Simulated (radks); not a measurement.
Spherical quantum dot in the effective-mass picture: electrons in a hard-walled sphere of radius 9.89, with a point charge +2 (a donor) at the centre, all in effective atomic units (hartree* = m*/eps^2 hartree, bohr* = eps/m* bohr), one dielectric constant everywhere. Calculated with a radial shooting solver with Libxc functionals: non-relativistic Kohn-Sham, r2SCAN, spin-polarised, spherical densities, generalised Kohn-Sham scheme. Levels are named by radial order and angular momentum (1s, 1p, 1d, 2s, ...), and open shells are averaged over m. Results are scaled to m* = 0.246 and eps = 15.2, for which hartree* = 28.97 meV and bohr* = 3.27 nm. Each electron was tried in the lowest free levels, single moves between levels near the top were tried too, and the lowest total energy was kept; such a search can miss a lower state. The series stops at N = 23: beyond it a trial failed or the search could not be trusted, so later rows were left out. At N = 1 the Hartree and exchange-correlation terms need not cancel, so that row can carry a self-interaction error.

| N | open shells | 2S | E (meV) | mu = E(N) - E(N-1) (meV) | addition energy mu(N+1) - mu(N) (meV) | e(HOMO) (meV) | rms radius (nm) |
|---|---|---|---|---|---|---|---|
| 1 | 1s(up 1, down 0) | 1 | -57.9514 | -57.951 | 31.74 | -46.011 | 2.854 |
| 2 | none | 0 | -84.1663 | -26.215 | 28.05 | -17.608 | 3.611 |
| 3 | 2s(up 1, down 0) | 1 | -82.3317 | 1.8346 | 3.860 | 3.3403 | 11.44 |
| 4 | none | 0 | -76.6372 | 5.6945 | 4.213 | 7.3000 | 14.46 |
| 5 | 1p(up 1, down 0) | 1 | -66.7294 | 9.9078 | 3.230 | 11.596 | 16.38 |
| 6 | 1p(up 3, down 0) 2s(up 1, down 0) | 4 | -53.5919 | 13.138 | 3.811 | 14.854 | 17.73 |
| 7 | 1p(up 3, down 0) | 3 | -36.6432 | 16.949 | 4.313 | 18.789 | 18.68 |
| 8 | 1p(up 3, down 1) | 2 | -15.3816 | 21.262 | 3.245 | 22.865 | 19.45 |
| 9 | 1p(up 3, down 2) | 1 | 9.12539 | 24.507 | 3.328 | 26.165 | 20.08 |
| 10 | none | 0 | 36.9605 | 27.835 | 4.748 | 29.512 | 20.60 |
| 11 | 1d(up 1, down 0) | 1 | 69.5431 | 32.583 | 3.289 | 34.223 | 21.09 |
| 12 | 1d(up 2, down 0) | 2 | 105.415 | 35.872 | 3.313 | 37.526 | 21.51 |
| 13 | 1d(up 3, down 0) | 3 | 144.599 | 39.184 | 3.323 | 40.845 | 21.86 |
| 14 | 1d(up 4, down 0) | 4 | 187.107 | 42.507 | 3.327 | 44.171 | 22.18 |
| 15 | 1d(up 5, down 0) | 5 | 232.941 | 45.834 | 4.390 | 47.498 | 22.45 |
| 16 | 1d(up 5, down 1) | 4 | 283.165 | 50.224 | 3.221 | 51.830 | 22.71 |
| 17 | 1d(up 5, down 2) | 3 | 336.610 | 53.445 | 3.246 | 55.061 | 22.93 |
| 18 | 1d(up 5, down 3) | 2 | 393.301 | 56.690 | 3.265 | 58.317 | 23.13 |
| 19 | 1d(up 5, down 4) | 1 | 453.255 | 59.955 | 3.276 | 61.589 | 23.32 |
| 20 | none | 0 | 516.486 | 63.231 | 5.024 | 64.868 | 23.49 |
| 21 | 1f(up 1, down 0) | 1 | 584.741 | 68.255 | 3.249 | 69.860 | 23.66 |
| 22 | 1f(up 2, down 0) | 2 | 656.244 | 71.503 | 3.250 | 73.111 | 23.81 |
| 23 | 1f(up 3, down 0) | 3 | 730.998 | 74.754 | - | 76.367 | 23.96 |

All shells are closed at N = 2, 4, 10, 20 (there: 1s2 1p6 1d10 2s2); the second difference of the energy has clear peaks (12 % above both neighbours; the first and last values, which can be the largest, are not judged, and half-filled shells can peak too) at N = 7, 10, 15, 20.
